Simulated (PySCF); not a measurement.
C4H7NSi, SMILES C#CC(=C)[SiH2]N.

Geometry optimised at B3LYP-D3(BJ)/def2-SVP. The structure was generated by enumeration, and PubChem lists no compound with its InChIKey, so it may never have been made. Other conformers were not sampled.

The numbers are results of PBE/def2-TZVP (PySCF), not measurements.

Computed frontier levels, gap, dipole moment and polarisability:
```
Quantity                                                                                                         Value
---------------------------------------------------------------------------------------------  -----------------------
highest occupied level                                                                                        -5.99 eV
lowest empty level                                                                                            -2.12 eV
orbital gap                                                                                                    3.88 eV
dipole moment                                                                                                0.246 e·Å
quadrupole, principal values (traceless, Buckingham form, about the centre of nuclear charge)   -6.66, -0.85, 7.50 D·Å
mean static polarisability                                                                       84.2 bohr³ (12.47 Å³)
polarisability, principal values                                                               58.2, 85.9, 108.4 bohr³
```
